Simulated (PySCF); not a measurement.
**Excitation energy of Ge by level of theory**

Ge [Ar] 3d10 4s2 4p2 (3P) → Ge [Ar] 3d10 4s1 4p3 (5S), as a difference of total energies. Calculation: PySCF 2.14, in dyall-av2z (16s12p8d, 92 functions); no relativity, point nucleus. Correlated levels: valence: [Ar] 3d10 frozen; virtual orbitals above 40 to 60 times the deepest correlated orbital energy dropped. The calculations carry no spin-orbit coupling.

| method | excitation energy (eV) |
| --- | --- |
| UHF | 3.217 |
| LDA | 5.557 |
| PBE | 5.356 |
| PBE0 | 4.981 |
| r2SCAN | 4.711 |
| BP86 | 5.415 |
| B2PLYP | 5.079 |
| PBEsol | 5.233 |
| LC-wPBE | 4.790 |
| MP2 (valence) | 3.978 |
| SCS-MP2 (valence) | 4.322 |

Q: How much does correlation contribute at MP2 (valence)?

A: 3.978 − (3.217) = 0.761 eV, measured against UHF.

These non-relativistic numbers lack the scalar-relativistic shift.

Errors of the correlated levels include the incompleteness of this basis and the frozen core.

For comparison: 5.078 eV (measured; NIST levels, between the centres of gravity of the two terms).
